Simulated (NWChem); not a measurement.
F[Se](F)(F)(F)(F)F (SeF6), optimised at PBE0/def2-SVP with NWChem:

| Property | Result |
|---|---|
| highest occupied level (eV) | -12.60 |
| orbital gap (eV) | 8.89 |
| dipole (D) | 0.00 |

This build's default masses of Se (78.918 u) and Br (79.917 u) are each other's, which moves their modes by up to 0.6 %. One or both are not confirmed as a minimum by frequencies. def2 effective core potentials on W; no spin-orbit coupling.

Task: One Se atom is replaced by W, giving [F][W]([F])([F])([F])([F])[F] (WF6), optimised at the same level. How do these values move?

Result: 
```json
[
 {"quantity": "highest occupied level (eV)", "new value": "-12.79", "change": "-0.19"},
 {"quantity": "orbital gap (eV)", "new value": "8.01", "change": "-0.88"},
 {"quantity": "dipole (D)", "new value": "0.00", "change": "0.00"}
]
```
